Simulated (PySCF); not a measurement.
# Telling isomers of C8H9ClSi apart by NMR

One averaged value for each set of equivalent atoms, one conformer, non-relativistic, gas phase. GFN2-xTB structure; shielding tensors at PBE0/pcSseg-1 (GIAO); PySCF.

Chemical shifts δ = σref − σ; TMS for ¹H and ¹³C, all at this level. Where no couplings were computed, multiplicities follow the n + 1 count of equivalent neighbours, and m marks all less simple cases (inequivalent or close neighbours, rings, F or P nearby). Shifts are as computed. Against solution values, carbons near 30 ppm lie about +3 ppm off and those near 130 ppm about +5 ppm; carbons on Cl a further +6 ppm. Of 1309 compounds with measured shifts, 239 miss one by over three times the rms of a fit or turn the order of signals round; such compounds aren't used in these exercises. Carbons bonded to Cl come out too deshielded.

(1) Tabulate the signals of `C#CC#C[C@@H](Cl)[C@H]1CC[SiH2]1`, `C#C/C=C/C(Cl)=C/[SiH2]C=C` and their relative energies.

(2) What is the quickest way to tell C#CC#C[C@@H](Cl)[C@H]1CC[SiH2]1 from C#C/C=C/C(Cl)=C/[SiH2]C=C?

## Answers

(1) 
```tsv
SMILES	carbon types	δC	δH	E rel. (kcal/mol)
C#CC#C[C@@H](Cl)[C@H]1CC[SiH2]1	3×C 3×CH 2×CH2	80.6, 78.6, 78.1, 73.2, 58.6, 40.4, 27.7, 4.9	4.80 (m, 1H), 4.66 (m, 1H), 4.47 (d, 1H), 2.59 (m, 1H), 2.56 (m, 1H), 1.87 (m, 1H), 1.61 (s, 1H), 1.42 (m, 1H), 1.27 (m, 1H)	15.9
C#C/C=C/C(Cl)=C/[SiH2]C=C	2×C 5×CH 1×CH2	160.9, 149.0, 144.9, 139.9, 133.6, 120.6, 97.1, 86.9	6.94 (d, 1H), 6.57 (m, 1H), 6.38 (m, 1H), 6.35 (m, 1H), 6.33 (m, 1H), 6.21 (t, 1H), 4.68 (m, 2H), 3.20 (d, 1H)	0.0
```

Energies are electronic energies at PBE0/pcSseg-1 on these geometries, without zero-point or thermal terms, each for the one conformer computed, which needn't be the lowest.

(2) Both give the same number of carbon signals, but DEPT or the intensities differ. The first has an sp3 CH2 in a ring at 27.7 ppm, the second a fully substituted alkene carbon (C) at 160.9 ppm. Their most deshielded carbons lie at 80.6 and 160.9 ppm. In the proton spectra the most deshielded non-exchanging signals are 4.80 (m, 1H) and 6.94 (d, 1H).
